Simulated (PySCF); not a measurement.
## I(2+) (iodine, charge +2) across methods

[Kr] 4d10 5s1 5p4, high-spin 4P determinant (an excited configuration). Calculation: PySCF 2.14, in aug-cc-pVQZ-DK3 (9s8p6d3f2g, 102 functions); scalar relativity by spin-free X2C-1e.

```tsv
method	E (hartree)	mean ε 5s α (eV)	mean ε 5p α (eV)	mean ε 5p β (eV)	Σ⟨r²⟩ (bohr²)	⟨S²⟩
UHF	-7110.97315	-46.351	-31.103	-25.898	43.28	3.758
PBE0	-7113.48	-40.154	-27.562	-24.648	42.75	3.753
r2SCAN	-7113.83	-38.763	-26.657	-23.804	42.74	3.756
wB97X	-7114.07	-42.811	-29.754	-27.015	42.70	3.752
PBE	-7113.40	-37.774	-26.111	-23.787	42.73	3.753
M06-2X	-7114.48	-42.571	-28.975	-25.168	42.73	3.758
MN15	-7118.82	-40.989	-28.339	-25.444	42.43	3.753
```

Problem. Estimate the same row for LDA.

Solution. E (hartree) = -7107.25; mean ε 5s α (eV) = -37.952; mean ε 5p α (eV) = -26.204; mean ε 5p β (eV) = -24.012; Σ⟨r²⟩ (bohr²) = 42.67; ⟨S²⟩ = 3.752.
